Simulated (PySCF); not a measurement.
**Fine-structure interval of Cl⁸⁺ by level of theory**

Cl⁸⁺ [He] 2s2 2p5 [2p1/2^2 2p3/2^3, M_J = 3/2] → Cl⁸⁺ [He] 2s2 2p5 [2p1/2^1 2p3/2^4, M_J = 1/2], as a difference of total energies. Calculation: PySCF 2.14, in an uncontracted even-tempered set (18 s from 0.97 bohr⁻², ratio 2.4; 11 p from 1.3 bohr⁻², ratio 2.4; 5 d from 7.8 bohr⁻², ratio 2.6; 5 f from 12 bohr⁻², ratio 2.6); the two-component X2C-1e Hamiltonian. Correlated levels: nothing frozen; the 28 highest virtual spinors dropped. "Screened" scales the spin-orbit matrix elements by Boettger's factors to mimic the two-electron term; Breit and QED terms are absent.

| method | fine-structure interval (cm⁻¹) |
| --- | --- |
| GHF (screened spin-orbit) | 13813 |
| GMP2 (screened spin-orbit) | 14481 |
| GHF (bare spin-orbit) | 15741 |
